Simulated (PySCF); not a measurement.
Basis-set dependence of the ionisation energy of Sm

Sm [Xe] 4f6 6s2 (7F) → Sm⁺ [Xe] 4f6 6s1 (8F). Calculated with PySCF 2.14 from differences of total energies of unrestricted determinants, without spin-orbit coupling. Values in eV.

```csv
basis,Hamiltonian,functions,UHF,r2SCAN,PBE0,MP2 (valence)
cc-pVDZ-X2C,spin-free X2C,84,4.591,5.262,5.505,5.484
ANO-RCC-VTZP,spin-free X2C,104,4.590,5.227,5.461,5.476
x2c-TZVPPall,spin-free X2C,113,4.585,5.198,5.444,5.480
"x2c-TZVPPall with one added diffuse shell each of s, p, d, f type",spin-free X2C,129,4.587,5.219,5.463,5.514
```

Frozen in the all-electron rows: valence: [Kr] 4d10.

Reference for a calculation without spin-orbit coupling: 5.626 eV (measured, between term centres; NIST).
